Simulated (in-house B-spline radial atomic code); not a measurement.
Values are calculated unless marked as measured or tabulated.
**Weak and strong correlation along the adiabatic connection**

Two-electron singlets in several external potentials (atomic units), by full CI in B-splines with partial waves to l = 8 (correlation energies up to 0.6 % small). The repulsion is scaled by λ at fixed density; W(λ) is the mean repulsion less the Hartree energy, W(0) = E_x, and the area under W from 0 to 1 is E_xc.

One system gave this curve:

| λ | W (hartree) |
| --- | --- |
| 0 | -0.52997 |
| 0.02 | -0.53197 |
| 0.05 | -0.53492 |
| 0.12 | -0.54148 |
| 0.25 | -0.55265 |
| 0.4 | -0.56408 |
| 0.6 | -0.57727 |
| 0.8 | -0.58854 |
| 1 | -0.59825 |
| 1.4 | -0.61409 |
| 2 | -0.63162 |
| 3 | -0.65114 |
| 4.5 | -0.66909 |
| 7 | -0.6862 |
| 10 | -0.69809 |

Q: Which system is it?
A. −Z/r, Z = 2.55
B. ω²r²/2, ω = 0.527
C. −Z/r, Z = 6.46, wall at 0.403 bohr
D. ω²r²/2 − Z/r, ω = 0.166, Z = 1.5

A: B. The exchange energy sets the size: ω²r²/2, ω = 0.527: E_x = -0.53, E_c = -0.0387; −Z/r, Z = 6.46, wall at 0.403 bohr: E_x = -5.48, E_c = -0.046; −Z/r, Z = 2.55: E_x = -1.37, E_c = -0.0429; ω²r²/2 − Z/r, ω = 0.166, Z = 1.5: E_x = -0.753, E_c = -0.04 hartree.
